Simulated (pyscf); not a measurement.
**O=VH(Cl)–Cl, singlet**

Gas-phase minimum from PySCF at ωB97X-D3(BJ)/def2-SVP, one conformer. 

SMILES: [O]=[VH]([Cl])[Cl]
```xyz
5

O      1.7377    -0.6216    -0.7707
V      0.3292    -0.1232    -0.4785
Cl     0.0920     1.9343    -0.9493
Cl    -1.1510    -1.5604    -0.9826
H      0.3759    -0.1564     1.1037
```

Bonds (Å): O1–V2 1.522, V2–Cl3 2.124, V2–Cl4 2.124, V2–H5 1.583. Bond angles (°): O1–V2–Cl3 112.2, O1–V2–Cl4 112.2, O1–V2–H5 99.1, Cl3–V2–Cl4 121.7, Cl3–V2–H5 104.2, Cl4–V2–H5 104.1.

Properties at ωB97X-D3(BJ)/def2-SVP:

| Quantity | Value |
|---|---|
| Harmonic wavenumbers, unscaled | 111, 175, 254, 432, 468, 598, 703, 1232, 1972 cm⁻¹ |
| Zero-point energy | 8.5 kcal/mol |
| Rotational symmetry number | 1 |
| Entropy of this conformer at 298 K and 1 atm, rigid rotor and harmonic oscillator, modes under 100 cm⁻¹ raised to 100 | 325.4 J/(mol K) |
| Dipole moment | 0.52 D |

Single-point totals, which compare only within one level (frozen core for MP2 and CC):

| level | total energy (hartree) |
|---|---|
| ωB97X-D3(BJ)/def2-TZVP | -1940.39181 |
| PBE/def2-TZVP | -1939.77853 |
| r²SCAN/def2-TZVP | -1940.31880 |
| B3LYP-D3(BJ)/def2-TZVP | -1940.47411 |
| PBE0-D3(BJ)/def2-TZVP | -1939.81765 |
| M06-2X/def2-TZVP | -1940.25975 |
| ωB97M-D3(BJ)/def2-TZVP | -1940.53972 |
| HF/def2-TZVPP | -1937.37802 |
| MP2/def2-TZVPP | -1938.65292 |
| CCSD/def2-TZVPP | -1938.58716 |
| CCSD(T)/def2-TZVPP | -1938.67424 |

The CCSD(T) − MP2 part came from Ansatz, without density fitting, on the same reference. The frozen core leaves the outer d or s,p core shells of the metals and heavy elements correlated in the MP2 and CC values, and def2-TZVPP describes them poorly, so these totals are far from the basis limit.
